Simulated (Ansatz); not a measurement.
Cost and result for the atomization energy of `[SiH3]S[SiH]1CO1` (11 atoms, 11 bonds).

```xyz
11

Si   -0.524   -1.382    1.920
S    -1.065    0.467    0.973
Si    0.281    0.365   -0.646
C     0.432    1.698   -1.845
O    -0.307    0.454   -2.187
H    -1.448   -1.514    3.070
H    -0.693   -2.522    0.986
H     0.881   -1.341    2.394
H     1.340   -0.638   -0.401
H    -0.217    2.570   -1.805
H     1.319    1.843   -2.458
```

The species carries charge 0 and has multiplicity 1. All single points use the PBE0-D4/def2-TZVP geometry. It is one conformer, not always the lowest. Program: Ansatz. All runs use 4 threads of an Intel Xeon Platinum 8488C on a shared host. Times are those of one run each, without the atoms' runs, and a repeat can differ threefold. Electronic energies, without spin–orbit coupling; frozen cores. CCSD(T)/CBS adds CCSD(T) − MP2 in def2-TZVPP to the MP2 limit, and its time is that of the two runs behind it. T1 = 0.013. B3LYP takes the VWN-RPA correlation (the form of Gaussian; ORCA's B3LYP/G).

CCSD(T)/CBS is a level of theory with its own doubt, some kJ/mol a heavy atom from the limit and from the frozen cores, so smaller differences don't rank the functionals.

```json
{"level": "PBE-D4/def2-TZVPP (with forces)", "functions": "272", "wall time": "2.1 s"}
{"level": "PBE0-D4/def2-TZVPP", "functions": "272", "wall time": "2.7 s"}
{"level": "r2SCAN-D4/def2-TZVPP (with forces)", "functions": "272", "wall time": "3.3 s"}
{"level": "B3LYP-D4/def2-TZVPP (with forces)", "functions": "272", "wall time": "3.9 s"}
{"level": "B2PLYP/def2-TZVPP", "functions": "272", "wall time": "4.4 s"}
{"level": "ωB97X-V/def2-TZVPP", "functions": "272", "wall time": "6 s"}
{"level": "ωB97M-V/def2-TZVPP (with forces)", "functions": "272", "wall time": "8 s"}
{"level": "MP2/def2-QZVPP", "functions": "504", "wall time": "18 s"}
{"level": "CCSD(T)/def2-TZVPP", "functions": "272", "wall time": "92 s"}
{"level": "CCSD(T)/CBS(def2)", "functions": "–", "wall time": "110 s"}
```

(1) What atomization energy does each give, and how far from CCSD(T)/CBS? (An estimate is asked.)

## Answers

(1) Ansatz gave: 
| level | atomization (kcal/mol) | difference from CCSD(T)/CBS | per bond |
| --- | --- | --- | --- |
| PBE-D4/def2-TZVPP (with forces) | 906.7 | 8.7 | 0.8 |
| PBE0-D4/def2-TZVPP | 892.6 | -5.4 | -0.5 |
| r2SCAN-D4/def2-TZVPP (with forces) | 901.0 | 3.0 | 0.3 |
| B3LYP-D4/def2-TZVPP (with forces) | 892.1 | -5.9 | -0.5 |
| B2PLYP/def2-TZVPP | 882.1 | -15.9 | -1.4 |
| ωB97X-V/def2-TZVPP | 903.8 | 5.8 | 0.5 |
| ωB97M-V/def2-TZVPP (with forces) | 900.7 | 2.7 | 0.2 |
| MP2/def2-QZVPP | 900.4 | 2.4 | 0.2 |
| CCSD(T)/def2-TZVPP | 870.1 | -27.9 | -2.5 |
| CCSD(T)/CBS(def2) | 898.0 | 0.0 | 0.0 |

In def2-TZVPP, CCSD(T) changes the Hartree–Fock value by +228.4 kcal/mol (the triples alone add +14.8 kcal/mol) and MP2 by +241.9 kcal/mol; breaking electron pairs costs correlation energy, which Hartree–Fock lacks. The D4 term adds +11.1 kcal/mol with B3LYP and +5.8 kcal/mol with PBE0; it sums over pairs of atoms, weighted by their polarisabilities, and B3LYP, whose exchange is more repulsive, gets the larger term. From PBE to PBE0 (25 % exact exchange), in def2-TZVPP and without D4, the atomization energy moves by −13.1 kcal/mol: exact exchange takes away binding that semilocal exchange gives to molecules.
